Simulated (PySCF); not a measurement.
Spinor energies of Os (osmium, neutral)

Start: [Xe] 4f14 5d6 6s1 6p1; 5d3/2 filled at m_j = +3/2; 5d5/2 filled at m_j = -3/2, -1/2, +1/2, +3/2, +5/2; 6s1/2 filled at m_j = +1/2; 6p3/2 filled at m_j = +3/2. Calculated with PySCF 2.14 in x2c-TZVPall-2c with one added diffuse shell each of s, p, d type (12s12p11d2f, 117 functions): generalised Hartree-Fock with the X2C-1e Hamiltonian and a Gaussian nucleus; spin-orbit coupling (SO) screened by Boettger's factors. This is a chosen level, not necessarily the ground level.

```tsv
spinor shell	electrons	ε, screened SO (eV)	weight of nominal j (screened SO)	rms radius, screened SO (bohr)
1s1/2	2	-74256.0	1.000	0.0201
2s1/2	2	-13076.3	1.000	0.0809
2p1/2	2	-12497.3	1.000	0.0687
2p3/2	4	-10960.3	1.000	0.0764
3s1/2	2	-3108.3	1.000	0.207
3p1/2	2	-2849.9	1.000	0.198
3p3/2	4	-2509.3	1.000	0.214
3d3/2	4	-2081.7	1.000	0.188
3d5/2	6	-2008.3	1.000	0.193
4s1/2	2	-691.08	1.000	0.459
4p1/2	2	-581.50	1.000	0.466
4p3/2	4	-500.46	1.000	0.499
4d3/2	4	-320.36	0.999	0.519
4d5/2	6	-304.67	1.000	0.531
5s1/2	2	-109.44	1.000	1.08
5p1/2	2	-74.394	0.682	1.06
4f5/2	6	-74.097	0.893	0.688
5p3/2	4	-59.345	0.978	1.28
5d5/2	5	-14.711	0.500	1.90
6s1/2	1	-11.167	0.993	3.20
5d3/2	1	-10.899	0.681	1.91
6p3/2	1	-4.686	1.000	4.66
```

(1) Where does 4f7/2 lie, and what is the 4f spin-orbit splitting (screened SO)?

```tsv
quantity	screened SO
E (hartree)	-17263.66844
M_J	6
⟨J²⟩	42.028
⟨L²⟩	12.670
⟨S²⟩	11.774
```

Each row is a mean over spinors that exchange with the open shell spreads, by up to 7.748 eV (5p3/2).

Rows whose weight is well below 1 are mixtures of j = l ± 1/2: exchange outweighs spin-orbit coupling there, and the label is only the starting occupation.

Breit and QED terms are absent; they matter most for the inner s and p1/2 levels.

Densities and radii are taken from the X2C orbitals without a picture-change correction, which distorts them close to the nucleus.

Results:

(1) At -71.133 eV, 2.964 eV above 4f5/2.
